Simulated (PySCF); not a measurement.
PySCF 2.14 output of an unrestricted LDA calculation on a single atom or ion in def2-TZVPPD with the def2 core potential (60 electrons), with scalar relativity through the core potential:

```
SCF conv_tol = 1e-09
number electrons alpha = 8  beta = 5
    P. A. M. Dirac.,  Math. Proc. Cambridge Philos. Soc. 26, 376 (1930)
    F. Bloch.,  Z. Phys. 57, 545 (1929)
    S. H. Vosko, L. Wilk, and M. Nusair.,  Can. J. Phys. 58, 1200 (1980)
cycle= 1 E= -47.7240956601688  delta_E= -0.0101  |g|= 0.0165  |ddm|= 0.761
cycle= 2 E= -47.7240580813465  delta_E= 3.76e-05  |g|= 0.0173  |ddm|= 0.109
cycle= 3 E= -47.7242814984729  delta_E= -0.000223  |g|= 0.00401  |ddm|= 0.0532
cycle= 4 E= -47.7242972433421  delta_E= -1.57e-05  |g|= 0.000637  |ddm|= 0.0191
cycle= 5 E= -47.7242977561017  delta_E= -5.13e-07  |g|= 3.08e-06  |ddm|= 0.00241
cycle= 6 E= -47.72429775612  delta_E= -1.83e-11  |g|= 3.6e-08  |ddm|= 2.7e-05
converged SCF energy = -47.72429775612  <S^2> = 3.7586568  2S+1 = 4.0043261
```

The run itself started from symmetry-adapted Hartree-Fock orbitals and held the occupation by maximum overlap, on a logarithmic radial grid, so the iterations belong to that start.

Which element, charge and spin multiplicity is this?

Hf⁻ (hafnium, charge -1), multiplicity 4; the state was [Xe] 4f14 5d3 6s2, high-spin 4F determinant.

Energies and moments cover only the electrons outside the core potential. Spin-orbit coupling, absent here, splits the open shell strongly. The configuration of this anion was assumed by filling the next shell in order. It is not the known or likely ground configuration (Ca⁻, Sr⁻ and Ba⁻, for instance, bind a p electron), so these values are not the electron affinity of the element. At LDA the highest occupied level has a positive energy, so only the finite basis holds that electron.
